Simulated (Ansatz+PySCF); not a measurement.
**doublet H₃: levels of theory in one basis**

```xyz
3

H     0.0000    0.0000    0.0000
H     0.0000    0.0000    2.0000
H     0.0000    0.0000    4.0000
```

Basis set: cc-pVDZ (spherical functions). All electrons are correlated. Correlation on ROHF uses semicanonical orbitals with singles. Charge 0, multiplicity 2.

Computed with Ansatz (development build ahead of 0.2.0); each method stands on the lowest determinant of its kind that the runs found. NEVPT2 correlates all electrons. Active spaces start from the frontier orbitals, and the lowest solution found is given.

```tsv
method	E − E(ROHF) (eV)	<S²> of the determinant
ROHF	0.00	0.75
UHF	-2.32	1.57
ROHF-MP2	-1.36	–
UHF-MP2	-2.39	1.57
UHF-CCSD	-2.74	1.57
ROHF-CCSD(T)	-2.75	–
UHF-CCSD(T)	-2.74	1.57
full CI (lowest root of this spin)	-2.74	–
SC-NEVPT2(3,3)	-2.72	–
```

Problem. What does CASSCF(3,3) give on the same scale?

Solution. -2.66 eV.

At such a shape the full CI root can have another spatial symmetry than the determinants, so the rows needn't describe one state.

Problem. Is a single determinant a sound starting point here?

Solution. It is doubtful. Unrestricted orbitals lower Hartree–Fock by 2.32 eV and <S²> is 1.57 where a pure state has 0.75, a sign of strong static correlation. The CASSCF(3,3) natural occupations are 1.57, 1.00, 0.43.

Caution for ROHF, ROHF-MP2, ROHF-CCSD(T): an unrestricted determinant lies well below; the determinant breaks the point group. Caution for UHF, UHF-MP2, UHF-CCSD, UHF-CCSD(T): the unrestricted determinant is a mixture of spin states. Caution for ROHF-MP2, UHF-MP2, UHF-CCSD, ROHF-CCSD(T), UHF-CCSD(T): large amplitudes, a single reference is doubtful. Caution for ROHF-MP2, UHF-MP2: forces differ strongly between restricted and unrestricted references. Caution for ROHF-CCSD(T): the amplitudes may be one of several solutions.
